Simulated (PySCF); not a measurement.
Job file and geometry (Å, from GFN2-xTB) of an NMR shielding run on SMILES N#C[C@H]1CC(=O)[SiH2]C1=O, C₅H₅NO₂Si, GIAO PBE0/pcSseg-1 NMR shielding, non-relativistic, gas phase in PySCF; density fitting, a coarse starting grid and PySCF grid level 2 are the driver's defaults:

```
$ OMP_NUM_THREADS=1 python probes_run.py task.json out

{"job": {"kind": "nmr", "xc": "PBE0", "basis": "pcSseg-1"}, "charge": 0, "multiplicity": 1}
N      2.595215     1.364826    -0.098001
C      1.836266     0.543744    -0.335127
C      0.857544    -0.476603    -0.620938
C      0.327893    -1.086200     0.680787
C     -0.701186    -0.163397     1.319569
O     -0.971001    -0.203771     2.492057
Si    -1.483922     0.984302    -0.025990
C     -0.295374     0.245037    -1.352237
O     -0.364405     0.296502    -2.548982
H      1.318454    -1.222067    -1.277732
H      1.130843    -1.307004     1.387328
H     -0.190726    -2.024459     0.461249
H     -1.184505     2.391002     0.197932
H     -2.875774     0.657615    -0.302080
```

Task: What does the program print?

Result: 
```
coarse grid: 13392 points
cycle   1  E = -687.2167555049  dE =  1.593e+00  |g| = 1.124e+00  |ddm| = 3.677e+00
cycle   2  E = -685.9223508131  dE =  1.294e+00  |g| = 2.785e+00  |ddm| = 3.598e+00
cycle   3  E = -687.4715526104  dE = -1.549e+00  |g| = 1.409e-01  |ddm| = 2.830e+00
cycle   4  E = -687.4738406941  dE = -2.288e-03  |g| = 1.042e-01  |ddm| = 2.166e-01
cycle   5  E = -687.4760712667  dE = -2.231e-03  |g| = 4.365e-02  |ddm| = 1.049e-01
cycle   6  E = -687.4764468760  dE = -3.756e-04  |g| = 9.815e-03  |ddm| = 3.254e-02
cycle   7  E = -687.4764660870  dE = -1.921e-05  |g| = 3.043e-03  |ddm| = 9.274e-03
cycle   8  E = -687.4764678652  dE = -1.778e-06  |g| = 1.005e-03  |ddm| = 3.572e-03
final grid: 128240 points
cycle   9  E = -687.5498568948  dE =  3.330e-06  |g| = 1.533e-02  |ddm| = 2.469e-02
cycle  10  E = -687.5496869630  dE =  1.699e-04  |g| = 3.371e-02  |ddm| = 3.446e-02
cycle  11  E = -687.5499000200  dE = -2.131e-04  |g| = 2.008e-03  |ddm| = 2.468e-02
cycle  12  E = -687.5499007632  dE = -7.432e-07  |g| = 7.959e-04  |ddm| = 1.886e-03
cycle  13  E = -687.5499008894  dE = -1.261e-07  |g| = 1.809e-04  |ddm| = 5.850e-04
cycle  14  E = -687.5499008970  dE = -7.679e-09  |g| = 4.183e-05  |ddm| = 2.347e-04
cycle  15  E = -687.5499008974  dE = -3.413e-10  |g| = 1.962e-05  |ddm| = 5.124e-05
converged SCF energy = -687.5499008974

GIAO shielding tensors (ppm)
atom      isotropic    diamagn.    paramagn.     s11        s22        s33       span
  0 N      -48.627     339.298    -387.925   -227.076   -196.064    277.258    504.335
  1 C       66.411     261.894    -195.482    -55.649    -36.033    290.916    346.565
  2 C      139.502     252.569    -113.067    119.750    130.382    168.374     48.624
  3 C      130.968     250.484    -119.515    108.141    121.784    162.980     54.839
  4 C      -57.178     251.380    -308.558   -149.946   -101.476     79.887    229.833
  5 O     -561.418     396.334    -957.752  -1515.418   -525.321    356.485   1871.904
  6 Si     459.699     879.662    -419.963    410.761    465.061    503.274     92.513
  7 C      -50.270     251.354    -301.624   -148.793    -76.807     74.791    223.583
  8 O     -536.281     396.829    -933.110  -1436.990   -510.866    339.012   1776.002
  9 H       28.073      29.720      -1.647     25.094     27.198     31.926      6.832
 10 H       28.470      29.934      -1.463     25.076     28.783     31.552      6.476
 11 H       28.913      29.957      -1.044     25.451     27.521     33.767      8.315
 12 H       27.335      28.221      -0.885     24.802     25.460     31.744      6.942
 13 H       27.914      27.967      -0.053     24.691     25.909     33.142      8.450
```

Task: Turn these shieldings into chemical shifts. δ = σ(ref) − σ, references computed at the same level: $^{15}$N (σref 267.73) against NH3; TMS for $^{13}$C (σref 186.93) and $^{29}$Si (σref 349.16) and $^{1}$H (σref 31.72); $^{17}$O (σref 336.08) vs H2O.

Result: Averaging equivalent atoms: N 0: 316.4; C 4: 244.1; C 7: 237.2; C 1: 120.5; C 3: 56.0; C 2: 47.4; O 5: 897.5; O 8: 872.4; Si 6: -110.5; H 12: 4.38; H 13: 3.80; H 9: 3.64; H 10: 3.25; H 11: 2.80 ppm. Unscaled 17O shifts of doubly bonded oxygen tend to come out too high, by tens of ppm or more. Experimental scales use liquid or dissolved standards, which lie at an offset from isolated NH3 (liquid NH3: subtract about 20 ppm) and H2O (liquid H2O: subtract about 36 ppm). Unscaled 15N shifts of sp2 nitrogen come out 20 to 40 ppm too high even then.

Size and cost of the density-fitted run: 185 basis functions, 86 s wall time on 1 thread of an Intel Xeon, shared host; peak memory 0.83 GiB.
